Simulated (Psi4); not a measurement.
H$_{3}$N, charge +1, doublet, at a GFN2-xTB geometry (a state made from the parent by changing its charge; the spin is typed, not shown lowest). Base run: Psi4 1.11 with CCSD/STO-3G.

Input for Psi4:
```
memory 2 GB

molecule mol {
1 2
  N     0.000000   -0.000000    0.000000
  H     0.015026    1.027722   -0.019448
  H     0.882651   -0.526736    0.017100
  H    -0.897677   -0.500986    0.002349
}

set basis sto-3g
set reference uhf

energy('ccsd')
print_variables()
```

The base run was repeated with changes; each row names its change, and settings that it needs were set with it.

| change | ΔE vs base (kcal/mol) | MP2 correlation (Eh) | CC correlation without the perturbative part (Eh) | basis functions | outcome |
|---|---|---|---|---|---|
| base | 0.000 | -0.03957 | -0.05676 | 8 | converged |
| puream = off | 0.000 | -0.03957 | -0.05676 | 8 | converged |
| method = scs-mp2 | 7.28 | -0.03957 | - | 8 | converged |
| method = cisd | - | - | - | - | input refused |
| freeze_core = on | 0.103 | -0.03938 | -0.05660 | 8 | converged |
| method = mp2 | 10.71 | -0.03956 | - | 8 | converged |
| cc_type = df | -0.080 | -0.03956 | -0.05675 | 8 | converged |
| method = ccsd(t) | -0.109 | -0.03957 | -0.05676 | 8 | converged |
| method = omp2 | 10.59 | -0.03956 | - | 8 | converged |
| method = mp3 | 3.93 | -0.03956 | - | 8 | converged |

Open shells are given as the SCF converged; they aren't shown to be the lowest states, and a large step between rows can be another state.

- method = cisd: ended with `psi4.driver.p4util.exceptions.MissingMethodError: Method=cisd is not available for any derivative level under conditions CI_TYPE=CONV, REFERENCE=UHF, FREEZE_CORE=FALSE, QC_MODULE=(auto). See https://psicode.org/psi4manual/master/introduction.html#ss-cisd. Or d`
